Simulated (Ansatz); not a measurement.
Input and output for CH₄AlB₂Cl (`Cl[B]1B[CH2][AlH]1`).

```yaml
crystal:
  periodic: [false, false, false]
  atoms:
    - {symbol: Cl, position_ang: [-1.787629, -2.633807, 0.360748]}
    - {symbol: B, position_ang: [-0.850429, -1.190338, 0.371268]}
    - {symbol: B, position_ang: [0.753091, -0.754327, 0.147366]}
    - {symbol: C, position_ang: [0.795455, 0.522769, -0.644227]}
    - {symbol: Al, position_ang: [-0.863073, 0.914042, 0.442925]}
    - {symbol: H, position_ang: [1.698721, -1.092664, 0.803692]}
    - {symbol: H, position_ang: [1.683897, 1.078432, -0.923501]}
    - {symbol: H, position_ang: [-0.021475, 0.725347, -1.393557]}
    - {symbol: H, position_ang: [-1.320059, 2.384247, 0.818285]}
basis:
  gaussian: {orbitals: cc-pVTZ, fitting: {mean_field: def2-universal-jkfit}}
hamiltonian: {xc: {name: revPBE}, dispersion: d3bj}
scf: {lower_state_search: light}
output: {forces: true}
```

```sh
$ ansatz run in.yaml --threads 2 --pin off --events-out ev --progress --plain --max-ram 4352MiB
```

Shortened log:

```
Functional definition: revPBE
553 factors; integrals over basis functions are off by at most 1.1e0 eV
mean field evaluation 1: about -21555.2933 eV, gradient 7.4e1 eV
mean field evaluation 2: about -21466.1543 eV, gradient 1.6e2 eV
mean field evaluation 4: about -21568.8432 eV, gradient 2.2e1 eV
mean field evaluation 8: about -21570.5955 eV, gradient 3.8e-1 eV
mean field evaluation 16: about -21570.5962 eV, gradient 1.9e-4 eV
mean field -21570.59618405 eV, -792.7047886885 hartree, gradient 4.6e-5 eV, S^2 0.000000; 0 other end points of the search recorded, 0 dependent functions left out
reference -21570.59624307 eV, -792.7047908576 hartree; 25, 25 occupied and 189, 189 virtual orbitals, 553 factors
Total energy: -21571.08973675 eV, -792.7229264158 hartree
Atom 0 at    -1.787629    -2.633807     0.360748 Å, force    -0.259590    -0.380578     0.004503 eV/Å
Atom 1 at    -0.850429    -1.190338     0.371268 Å, force     0.200168     0.119900    -0.003747 eV/Å
Atom 2 at     0.753091    -0.754327     0.147366 Å, force    -0.055745    -0.268575     0.140422 eV/Å
Atom 3 at     0.795455     0.522769    -0.644227 Å, force     0.241283     0.130344    -0.174544 eV/Å
Atom 4 at    -0.863073     0.914042     0.442925 Å, force    -0.302268     0.036858     0.144997 eV/Å
Atom 5 at     1.698721    -1.092664     0.803692 Å, force     0.123606    -0.038799     0.082406 eV/Å
Atom 6 at     1.683897     1.078432    -0.923501 Å, force     0.197688     0.113321    -0.088996 eV/Å
Atom 7 at    -0.021475     0.725347    -1.393557 Å, force    -0.132739     0.074150    -0.147045 eV/Å
Atom 8 at    -1.320059     2.384247     0.818285 Å, force    -0.012403     0.213378     0.042005 eV/Å
Dipole moment:    -0.047262     0.288733    -0.068115 e Å
```

Run time 2.2 s (2 threads of an INTEL XEON PLATINUM 8581C on a shared host); peak host memory 0.27 GiB.
